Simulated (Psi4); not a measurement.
H$_{3}$Si, doublet, geometry from GFN2-xTB; MP2/def2-SVP (Psi4).

Input for Psi4:
```
memory 2 GB

molecule mol {
0 2
Si    0.001724    0.000466    0.056068
H    -0.010252    1.411631   -0.273345
H     1.216916   -0.707481   -0.293446
H    -1.230798   -0.710680   -0.218166
}

set {
  basis def2-svp
  reference uhf
}

energy('mp2')
print_variables()
```

**Question.** What does Psi4 print? Leave out banner, timings and long lists.

**Answer.** 
```
    SCF Algorithm Type (re)set to DF.

   => Loading Basis Set <=

    Name: DEF2-SVP
    Role: ORBITAL
    Keyword: BASIS

         ---------------------------------------------------------
                                   SCF
               by Justin Turney, Rob Parrish, Andy Simmonett
                          and Daniel G. A. Smith
                              UHF Reference
         ---------------------------------------------------------

  ==> Geometry <==

    Molecular point group: c1
    Full point group: C1

    Geometry (in Angstrom), charge = 0, multiplicity = 2:

       Center              X                  Y                   Z               Mass
    ------------   -----------------  -----------------  -----------------  -----------------
         SI           0.000952739927     0.000257739785     0.030987324841    27.976926534650
         H           -0.011023260073     1.411422739785    -0.298425675159     1.007825032230
         H            1.216144739927    -0.707689260215    -0.318526675159     1.007825032230
         H           -1.231569260073    -0.710888260215    -0.243246675159     1.007825032230

  Running in c1 symmetry.

  Rotational constants: A =      5.11197  B =      5.11197  C =      2.78919 [cm^-1]
  Rotational constants: A = 153253.14902  B = 153253.14301  C =  83617.92298 [MHz]
  Nuclear repulsion =   15.985128254115532

  Charge       = 0
  Multiplicity = 2
  Electrons    = 17
  Nalpha       = 9
  Nbeta        = 8

  ==> Algorithm <==

  SCF Algorithm Type is DF.
  DIIS enabled.
  MOM disabled.
  Fractional occupation disabled.
  Guess Type is SAD.
  Energy threshold   = 1.00e-08
  Density threshold  = 1.00e-08
  Integral threshold = 1.00e-12

  ==> Primary Basis <==

  Basis Set: DEF2-SVP
    Blend: DEF2-SVP
    Number of shells: 17
    Number of basis functions: 33
    Number of Cartesian functions: 34
    Spherical Harmonics?: true
    Max angular momentum: 2

   => Loading Basis Set <=

    Name: (DEF2-SVP AUX)
    Role: JKFIT
    Keyword: DF_BASIS_SCF

  ==> Integral Setup <==

  SCF_SUBTYPE=INCORE selected. In-core MEM_DF algorithm will be used.
  Using in-core AOs.

  ==> MemDFJK: Density-Fitted J/K Matrices <==

    J tasked:                   Yes
    K tasked:                   Yes
    wK tasked:                   No
    Algorithm:                 Core
    Schwarz Cutoff:           1E-12
    Mask sparsity (%):       0.0000
    Fitting Condition:        1E-10

   => Auxiliary Basis Set <=

[...]
  @DF-UHF Final Energy:  -290.53091814760745
    Total Energy =                       -290.5309181476073945
[...]
 Magnitude           :                                                    0.0784358

 ------------------------------------------------------------------------------------

  //>>>>>>>>>>>>>>>>>>>>>>>>>>>>>>>>>>>//
  //               DFMP2               //
  //<<<<<<<<<<<<<<<<<<<<<<<<<<<<<<<<<<<//

   => Loading Basis Set <=

    Name: (DEF2-SVP AUX)
    Role: RIFIT
    Keyword: DF_BASIS_MP2

	 --------------------------------------------------------
	                          DF-MP2
	      2nd-Order Density-Fitted Moller-Plesset Theory

	        Rob Parrish, Justin Turney, Andy Simmonett,
	           Ed Hohenstein, and C. David Sherrill
	 --------------------------------------------------------

	 --------------------------------------------------------
	                 NBF =    33, NAUX =   104
	 --------------------------------------------------------
	   CLASS    FOCC     OCC    AOCC    AVIR     VIR    FVIR
	   ALPHA       0       9       9      24      24       0
	    BETA       0       8       8      25      25       0
	 --------------------------------------------------------

	-----------------------------------------------------------
	 ==================> DF-MP2 Energies <====================
	-----------------------------------------------------------
	 Reference Energy          =    -290.5309181476074514 [Eh]
	 Singles Energy            =      -0.0000000000000000 [Eh]
	 Same-Spin Energy          =      -0.0145165210870821 [Eh]
	 Opposite-Spin Energy      =      -0.0882750889644693 [Eh]
	 Correlation Energy        =      -0.1027916100515514 [Eh]
	 Total Energy              =    -290.6337097576590054 [Eh]
	-----------------------------------------------------------
	 ================> DF-SCS-MP2 Energies <==================
	-----------------------------------------------------------
	 SCS Same-Spin Scale       =       0.3333333333333333 [-]
	 SCS Opposite-Spin Scale   =       1.2000000000000000 [-]
	 SCS Same-Spin Energy      =      -0.0048388403623607 [Eh]
	 SCS Opposite-Spin Energy  =      -0.1059301067573632 [Eh]
	 SCS Correlation Energy    =      -0.1107689471197238 [Eh]
	 SCS Total Energy          =    -290.6416870947271605 [Eh]
	-----------------------------------------------------------

  Variable Map:
  ----------------------------------------------------------------------------
[...]
  Array Variable Map:
  ----------------------------------------------------------------------------
[...]
[...]
```
